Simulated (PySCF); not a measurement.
Computed shifts of a molecule C₄H₄BrCl, HF/pcSseg-1 in PySCF, GIAO, gas phase, equivalent atoms averaged, in ppm (number of nuclei): ¹³C: 151.4 (1), 140.9 (1), 35.5 (1), 34.5 (1). ¹H: 2.95 (2), 2.87 (2). References: ³⁵Cl against HCl (σ = 958.2 ppm); ¹³C against TMS (σ = 192.6 ppm); ¹H against TMS (σ = 31.99 ppm), references at their B3LYP-D3(BJ)/def2-TZVP geometries, non-relativistic (without spin–orbit terms, shifts of atoms bonded to Cl or Br come out too high). Geometry: B3LYP-D3(BJ)/def2-SVP. Other conformers were not sampled.

Task: Pick the molecule that these values belong to.
A. C=C=C(Cl)CBr
B. ClC1=C(Br)CC1
C. ClC=C=CCBr
D. C=C(Cl)C(=C)Br

Result: B, ClC1=C(Br)CC1
